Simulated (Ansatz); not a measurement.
The cluster Si2Te⁺. The state is a doublet with charge 1. Geometry r2SCAN-D4/def2-TZVP; atoms count from 1.

Cartesian coordinates in Å:
```
Si 0.761 0.458 -1.116
Si -0.040 -1.396 0.291
Te -0.722 0.937 0.824
```

In the def2 sets Te takes a core potential; there is no spin–orbit coupling. The structure comes from a short search, and lower isomers may exist.

Question: Estimate the Mulliken populations from the PBE0/def2-TZVP orbitals of Ansatz.

Answer: 
| atom | charge (e) | spin (α − β) |
| --- | --- | --- |
| Si1 | 0.37 | 0.54 |
| Si2 | 0.37 | 0.54 |
| Te3 | 0.26 | -0.07 |
Mulliken values depend strongly on the basis.

Question: Where does the spin sit?

Answer: Summed by element: Si 1.07, Te -0.07, of 1 unpaired in all. Largest on single atoms: Si1 0.54, Si2 0.54, Te3 -0.07.

Question: And the Mayer bond orders between heavy atoms (over 0.3)?

Answer: Si1–Si2 0.84 (2.46 Å); Si1–Te3 1.41 (2.49 Å); Si2–Te3 1.41 (2.49 Å).
